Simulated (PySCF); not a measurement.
## Tc: excitation energy

Tc [Kr] 4d5 5s2 (6S) → Tc [Kr] 4d6 5s1 (6D), as a difference of total energies. Computed with PySCF 2.14 in ANO-RCC-VTZP (7s6p4d2f1g, 68 functions), with scalar relativity by spin-free X2C-1e. Correlated levels: valence: [Kr] frozen. The calculations carry no spin-orbit coupling.

```tsv
method	excitation energy (eV)	error (eV)
UHF	0.716	+0.310
MP2 (valence)	0.369	-0.037
SCS-MP2 (valence)	0.320	-0.086
CCSD (valence)	0.542	+0.136
CCSD(T) (valence)	0.537	+0.131
```

Reference: 0.406 eV (measured; NIST levels, between the centres of gravity of the two terms).

Errors of the correlated levels include the incompleteness of this basis and the frozen core.
